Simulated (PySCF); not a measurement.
Vertical excitations of a molecule C2H10O2Si2 from TDA-PBE/def2-SVPD (PySCF 2.14.0), as energy in eV (oscillator strength): 4.91 (0.012), 6.05 (0.004), 6.11 (0.039), 6.19 (0.000), 6.27 (0.002), 6.29 (0.005). Lowest triplet (TDA): 4.74 eV. Coordinates come from a ωB97X-D3(BJ)/def2-SVP optimisation. The values are those of a single conformer.

Which structure fits?
(A) CC[Si@@H](O)[SiH2]O
(B) C[C@H](O)[SiH2]O[SiH3]
(C) C[Si@@H](O)[C@H](O)[SiH3]
(D) OCC[Si@@H](O)[SiH3]

B, C[C@H](O)[SiH2]O[SiH3]
